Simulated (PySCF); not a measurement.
The PySCF input:
```python
from pyscf import gto, scf, dft

mol = gto.Mole()
mol.atom = '''
    B     0.198688   -0.544332    0.552400
    Cl   -1.032305   -1.763517    0.416791
    Ge    0.171067    1.085850   -0.635599
    H     0.296094    0.781412   -2.091298
    H    -1.094709    1.873205   -0.566948
    H     1.256275    2.065956   -0.351858
    O     1.176361   -0.666364    1.436169
    H     1.213044   -1.435424    2.012475
'''
mol.basis = 'sto-3g'
mol.charge = 0
mol.spin = 0
mol.verbose = 4
mol.max_memory = 1800
mol.build()

mf = dft.RKS(mol)
mf.xc = 'pbe0'
mf = mf.density_fit(auxbasis='def2-universal-jkfit')
mf.kernel()
```

Task: Give the number of basis functions at the level DF-PBE0/STO-3G (PySCF).

Result: 41

Task: Give the nuclear repulsion energy at the level DF-PBE0/STO-3G.

Result: 307.1194 Eh

Task: What is the computed HOMO energy (DF-PBE0/STO-3G)?

Result: -5.96 eV

Task: What Mulliken (on the basis functions themselves) charges in atom order does DF-PBE0/STO-3G give?

Result: B1 0.22, Cl2 -0.23, Ge3 0.25, H4 -0.07, H5 -0.07, H6 -0.07, O7 -0.28, H8 0.26
